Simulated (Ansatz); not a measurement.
Reaction (ligand exchange at the Si–C bond): `C[SiH2]/C(F)=C\F` + `[SH][SbH2]` → `C[SiH2][S][SbH2]` + `F/C=C/F`

Calculated with Ansatz (gas phase, PBE0-D4/def2-TZVP geometries, no zero-point term in ΔE). CBS: MP2 limit from def2 TZ/QZ plus the TZ coupled-cluster correction, frozen cores. Double bonds are as drawn, so ΔE can hold a change between cis and trans. DFT in def2-TZVPP. B3LYP here is the variant with VWN-RPA as its local correlation; programs differ in this. Elements past krypton have def2 core potentials. For Sb outer-core shells are correlated without core-valence functions, which leaves a few kJ/mol of doubt a bond. One conformer a species, not always the lowest.

`C[SiH2]/C(F)=C\F`:

Cartesian coordinates in Å:
```
C 1.893 0.185 0.418
Si 0.457 -0.683 -0.396
C -1.050 0.438 -0.365
F -0.875 1.647 -0.960
C -2.248 0.223 0.161
F -2.541 -0.924 0.775
H 2.799 -0.421 0.348
H 2.086 1.143 -0.070
H 1.686 0.373 1.473
H 0.097 -1.944 0.297
H 0.765 -0.971 -1.822
H -3.067 0.933 0.140
```

`[SH][SbH2]`:

Cartesian coordinates in Å:
```
S 0.018 1.093 -1.038
Sb 0.304 -0.738 0.527
H 1.261 0.967 -1.528
H -0.364 0.113 1.852
H -1.220 -1.435 0.187
```

`C[SiH2][S][SbH2]`:

Cartesian coordinates in Å:
```
C 1.577 0.621 -1.463
Si 0.662 0.321 0.133
S -1.210 -0.588 -0.355
Sb -2.041 -0.799 1.918
H 1.752 -0.318 -1.992
H 1.005 1.284 -2.117
H 2.544 1.088 -1.260
H 0.435 1.598 0.864
H 1.443 -0.571 1.034
H -3.603 -0.220 1.529
H -2.563 -2.415 1.707
```

`F/C=C/F`:

```xyz
6

F    -1.620    0.645    0.254
C    -0.430    0.092    0.492
C     0.430   -0.091   -0.492
F     1.620   -0.645   -0.254
H    -0.255   -0.178    1.526
H     0.255    0.178   -1.526
```

```
  level  ΔE (eV)
PBE0-D4    -0.68
ωB97X-V    -0.62
ωB97M-V    -0.62
  B3LYP    -0.58
```

Task: What does CCSD(T)/CBS give? (Estimate.)

Result: Ansatz gave: -0.68 eV. The listed levels differ from it by 0.00, 0.06, 0.06, 0.10 eV.

Largest T1 diagnostic among the species: 0.013.

The D4 term adds −0.05 eV with B3LYP and −0.03 eV with PBE0; it sums over pairs of atoms, weighted by their polarisabilities, and B3LYP, whose exchange is more repulsive, gets the larger term. From PBE to PBE0 (25 % exact exchange), in def2-TZVPP and without D4, ΔE moves by −0.04 eV.
